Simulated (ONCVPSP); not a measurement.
Br, ONCV: configuration errors across variants

bromine (Br), optimised norm-conserving Vanderbilt (ONCV), made with ONCVPSP 4.0.1 (LDA (Perdew-Zunger), scalar-relativistic). Core [Ar] 3d10, reference 4s1.5 4p5.5. Waves: 4s: rc 1.45 bohr, ncon 4, nbas 7, qcut 3.8 1/bohr, 1 projector; 4p: rc 1.25 bohr, ncon 4, nbas 8, qcut 6.5 1/bohr, 2 projectors, debl 2.5 Ha. Local part: polynomial inside 1.15 bohr (lpopt 5, dvloc0 2 Ha). Core correction: Teter function fitted to the true core (icmod 2), fcfact 0.55.

All-electron excitation energies from the reference (eV): (1) 4s2 4p5 -6.183; (2) 4s2 4p4 6.525; (3) 4s2 4p3 29.469; (4) 4s2 4p2 63.690.

2 further variants failed, have other tests or too few solved ones, and are left out.

A true bound ghost makes a file unfit for plane-wave use even where its test errors are small: the radial tests pick states by their node count and pass the ghost by.

Errors AE − PS in meV (a dash: test not solved or not reliable):

```tsv
change	(1)	(2)	(3)	(4)	bound ghosts	GHOST(+) flags above zero
base	-0.2	-0.4	+4.9	+25	p	s
all radii but the core radius scaled by about 0.93 (s 1.36, p 1.16 bohr); local potential polynomial inside 1.08 bohr (lpopt 5, dvloc0 2 Ha)	+1.0	+1.2	+18	+87	p, s	none
all radii but the core radius scaled by about 0.96 (s 1.40, p 1.20 bohr); local potential polynomial inside 1.12 bohr (lpopt 5, dvloc0 2 Ha)	+0.4	+0.2	+7.5	+36	p	s
all radii but the core radius scaled by about 1.06 (s 1.54, p 1.32 bohr); local potential polynomial inside 1.22 bohr (lpopt 5, dvloc0 2 Ha)	-0.9	-1.3	+4.7	+25	none	s, p
all radii but the core radius scaled by about 1.12 (s 1.62, p 1.40 bohr); local potential polynomial inside 1.28 bohr (lpopt 5, dvloc0 2 Ha)	-2.0	-2.2	+4.1	+24	none	none
all radii but the core radius scaled by about 1.20 (s 1.74, p 1.50 bohr); local potential polynomial inside 1.38 bohr (lpopt 5, dvloc0 2 Ha)	-3.9	-3.4	+6.5	+36	none	none
all radii but the core radius scaled by about 1.24 (s 1.80, p 1.54 bohr); local potential polynomial inside 1.42 bohr (lpopt 5, dvloc0 2 Ha)	-5.1	-4.0	+8.1	+43	none	none
```

Q: Give the same row for: all radii but the core radius scaled by about 1.30 (s 1.90, p 1.62 bohr); local potential polynomial inside 1.50 bohr (lpopt 5, dvloc0 2 Ha).

A: -7.2, -5.0, +11, +55; bound ghosts: none; GHOST(+) flags above zero: none.
